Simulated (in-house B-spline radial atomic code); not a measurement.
Re. Computed with a B-spline radial atomic code. Model: all-electron spherical atom, spin shells full or empty, radial basis limit, no spin-orbit coupling, Breit or QED, empty-state partial waves extrapolated as (l+1/2)^-4, RPA, G0W0 and static COHSEX of the highest shell as one setting changes (uncorrelated shells keep exact exchange).

Empty levels are discrete states of a finite basis, so the steps are uneven.

Without the two-electron picture change, core correlation of heavy ions comes too large.

Given: element Re; charge 0; filled core Xe; hamiltonian one-electron scalar X2C; mean-field start PBE0; highest l of empty states 9; nuclear rms radius 5.3698 fm; lowest nl shells left uncorrelated 10; highest mean-field shell 6s down; box radius 40 bohr.

Shell: 4f 7 7, 5d 5 0, 6s 1 1 (electrons up and down).

| highest empty level kept (hartree) | RPA correlation energy (hartree) | G0W0 level (eV) | G0W0 minus most complete (meV) | COHSEX level (eV) | linearised minus solved G0W0 (meV) |
| --- | --- | --- | --- | --- | --- |
| 1 | -0.22805 | -7.2064 | 632.7 | -8.358 | -0.8 |
| 2 | -0.36639 | -7.467 | 372 | -8.8605 | -3.1 |
| 3.5 | -0.48708 | -7.6055 | 233.5 | -9.1309 | -4.7 |
| 6 | -0.7457 | -7.7056 | 133.4 | -9.355 | -5.9 |
| 10 | -0.95853 | -7.7527 | 86.3 | -9.4656 | -6.5 |
| 18 | ? | ? | ? | ? | ? |
| 30 | -1.5174 | -7.8181 | 20.9 | -9.6166 | -7.4 |
| 60 | -1.6961 | -7.8311 | 8 | -9.6524 | -7.6 |
| 120 | -1.7931 | -7.8362 | 2.8 | -9.6678 | -7.6 |
| 250 | ? | ? | ? | ? | ? |
| 600 | -1.8593 | -7.839 | 0.1 | -9.6804 | -7.7 |
| 2000 | -1.8605 | -7.839 | 0 | -9.6807 | -7.7 |

(1) What follows for highest empty level kept = 250?

(2) What follows for highest empty level kept = 18?

Answers

(1) RPA correlation energy -1.8445 hartree; G0W0 level -7.8383 eV; G0W0 minus most complete 0.8 meV; COHSEX level -9.677 eV; linearised minus solved G0W0 -7.7 meV.

(2) RPA correlation energy -1.3085 hartree; G0W0 level -7.7983 eV; G0W0 minus most complete 40.8 meV; COHSEX level -9.5655 eV; linearised minus solved G0W0 -7.1 meV.
